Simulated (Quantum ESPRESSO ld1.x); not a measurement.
Question: Radial electron density D(r) = 4 pi r^2 rho(r) of an atom or ion with 26 electrons. Calculated with ld1.x of Quantum ESPRESSO 7.5: Dirac Kohn-Sham, PBE, spin-unpolarised, spherical densities, point nucleus.

r (bohr),D(r) (e/bohr)
0.002463,2.078
0.003182,3.249
0.00411,5.009
0.005309,7.581
0.006803,11.07
0.008788,15.89
0.01135,21.94
0.01466,28.82
0.01894,35.55
0.02447,40.56
0.03161,42.22
0.04083,40.06
0.05274,36.07
0.06813,34.62
0.0873,38.80
0.1128,46.52
0.1457,49.31
0.1882,41.48
0.2431,29.48
0.314,25.61
0.4056,29.99
0.5239,30.06
0.6768,20.49
0.8743,8.960
1.129,2.416
1.447,0.4041
1.869,0.03290
2.415,0.001112

What is the nuclear charge?

Answer: Z = 34. The innermost maximum, from 1s, lies near gamma/Z bohr with gamma = sqrt(1 - (Z/c)^2) = 0.969, here 0.0285 bohr (found: 0.0309), and its height grows with Z. The density is that of the selenium ion Se8+ in [Ar] 3d8; the configuration itself is not fixed sharply by these data, and Z only to about a unit. D(r) has 3 maxima, at r = 0.0309, 0.138, 0.465 bohr, and minima at 0.0644, 0.299 bohr, inside which lie 2.08, 10.98 electrons.
